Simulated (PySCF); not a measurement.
Removing the step error of a finite difference

System: CH4Be, singlet, geometry from GFN2-xTB (such geometries of metal compounds can be far from the true shape). Level: PBE0/6-31G, polarisability (PySCF). Sums are taken with unrounded values, so a last digit can differ.

Second differences of the energy in a field along z gave a polarisability along z of 22.808 bohr³ at step 0.005 and 22.833 bohr³ at step 0.02 (atomic units).

Task: Extrapolate to zero step.

Result: The leading error of a symmetric difference goes as h², so A(h) = A0 + c h². Then c = (22.833 - (22.808))/(0.02² - 0.005²) = 65.6 (atomic units) and A0 = 22.808 - c × 0.005² = 22.806 bohr³. The analytic value from the same program and level is 22.806 bohr³: the smaller step missed it by 0.002, the extrapolation by 0.000.
